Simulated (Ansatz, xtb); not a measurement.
## FH4NO2Si: which of two isomers lies lower

We compare a, `[NH3+][Si@-](=O)(O)F`, a singlet, with b, `N[Si](O)(O)F`, a singlet. Both are isolated molecules in the gas phase, relaxed with B3LYP/6-31G*; the shapes shown needn't be the lowest conformers.

a (Å):

```yaml
atoms:
  - { symbol: F, position_ang: [1.0534, 0.7613, 1.8713] }
  - { symbol: N, position_ang: [-0.5223, -1.0432, 0.8701] }
  - { symbol: O, position_ang: [0.9901, 0.6217, -0.8906] }
  - { symbol: O, position_ang: [2.1462, -1.3302, 0.7849] }
  - { symbol: Si, position_ang: [1.1300, -0.0520, 0.4777] }
  - { symbol: H, position_ang: [-0.9398, -1.3447, -0.0118] }
  - { symbol: H, position_ang: [-0.3329, -1.8649, 1.4474] }
  - { symbol: H, position_ang: [-1.1923, -0.4447, 1.3562] }
  - { symbol: H, position_ang: [2.8123, -1.4346, 0.0905] }
```

b (Å):

```yaml
atoms:
  - { symbol: F, position_ang: [-0.9009, 0.0344, 1.5564] }
  - { symbol: N, position_ang: [1.0022, -1.7745, 1.5084] }
  - { symbol: O, position_ang: [1.3550, 0.7419, 0.3216] }
  - { symbol: O, position_ang: [-0.2677, -0.9486, -0.8514] }
  - { symbol: Si, position_ang: [0.3015, -0.4923, 0.6236] }
  - { symbol: H, position_ang: [1.6606, -2.3948, 1.0534] }
  - { symbol: H, position_ang: [0.4229, -2.2780, 2.1688] }
  - { symbol: H, position_ang: [1.8469, 1.0562, 1.0933] }
  - { symbol: H, position_ang: [-0.3131, -0.2376, -1.5068] }
```

Task: Estimate which is lower in electronic energy at CCSD(T)/def2-SVP + ΔMP2/def2-TZVPP, and by roughly how much.

Result: The CCSD(T)/def2-SVP + ΔMP2/def2-TZVPP calculation puts structure b lower, by 113.9 kJ/mol.

Level by level:

```
                             level      geometry  E(b) − E(a) (kJ/mol)  departure from the last row (kJ/mol)  job, with rough time for the two
                          GFN2-xTB      GFN2-xTB                   −51.3                                 +62.6              optimisation, 0.27 s
                         HF/STO-3G      GFN2-xTB                  −322.8                                −208.8              single point, 0.44 s
                r2SCAN-D4/def2-SVP      GFN2-xTB                  −122.8                                  −8.8               single point, 3.4 s
                      B3LYP/6-31G*  B3LYP/6-31G*                   −96.2                                 +17.7             optimisation, 3.5 min
                       HF/def2-SVP  B3LYP/6-31G*                  −143.7                                 −29.8           part of the CCSD(T) run
                      MP2/def2-SVP  B3LYP/6-31G*                  −108.4                                  +5.6           part of the CCSD(T) run
                  CCSD(T)/def2-SVP  B3LYP/6-31G*                  −111.5                                  +2.5                      single point
CCSD(T)/def2-SVP + ΔMP2/def2-TZVPP  B3LYP/6-31G*                  −113.9                                                      single point, 31 s
```

As drawn, b has 1 O–Si, 1 O–H in place of 1 O=Si, 1 N–H.

None of the levels shown reverses the order. The largest departure from CCSD(T)/def2-SVP + ΔMP2/def2-TZVPP is that of HF/STO-3G, 208.8 kJ/mol. The last row adds to CCSD(T) the change of the MP2 difference between the two basis sets, here −2.5 kJ/mol.

With harmonic frequencies from B3LYP/6-31G* (ideal gas, rigid rotor, one conformer each, 298.15 K, 1 atm): on the last row, ΔE + ΔZPE = −121.3 kJ/mol. A mode under 50 cm⁻¹ makes harmonic enthalpies and free energies unreliable, so none is given.

The correlated steps freeze 9 core orbitals. Codes used: Ansatz 0.2.0, xtb 6.7.1; the last row on 1 thread of Intel(R) Xeon(R) Platinum 8488C (Sapphire Rapids) on a shared host.
